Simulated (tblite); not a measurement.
Al (SMILES [Al-]), charge -1, triplet (GFN-xTB shapes and energies of metal compounds can be far from the true ones); GFN1-xTB (tblite 0.6.0).

The tblite input:
```
$ tblite run mol.xyz --method gfn1 --charge -1 --spin 2 --efield 0,0,0.1 --json tblite.json --no-restart

# file mol.xyz
1

Al     0.00000000     0.00000000     0.00000000
```

What the program printed (banner, timings and long lists left out):

```
xTB calculator
 | screened Coulomb repulsion
 | Coulomb electrostatics
 |  * isotropic Klopman-Ohno-Mataga-Nishimoto electrostatics
 |  * onsite third-order electrostatics
 | DFT-D3(BJ) dispersion correction
 | Interactions (1)
 | [1] electric field

halogen bonding energy    0.0000000000000E+00 Eh
repulsion energy          0.0000000000000E+00 Eh
dispersion energy         0.0000000000000E+00 Eh
interaction energy        0.0000000000000E+00 Eh
number of electrons       4.0000000000000E+00 e
integral cutoff           4.0000000000000E+01 bohr

------------------------------------------------------------
  cycle        total energy    energy error   density error
------------------------------------------------------------
      1     -1.127854055907  -1.1278541E+00   3.9406379E-01
      2     -1.127854057107  -1.1998924E-09   2.3645726E-01
      3     -1.127854057785  -6.7758843E-10   1.4087763E-04
      4     -1.127854057785   2.2204460E-16   8.3949882E-05
      5     -1.127854057785  -4.4408921E-16   2.3463527E-11
------------------------------------------------------------

electronic energy        -1.1278540577849E+00 Eh
total energy             -1.1278540577849E+00 Eh

Post processing:
 | Mayer-Wiberg bond orders

[Info] JSON dump of results written to 'tblite.json'
```
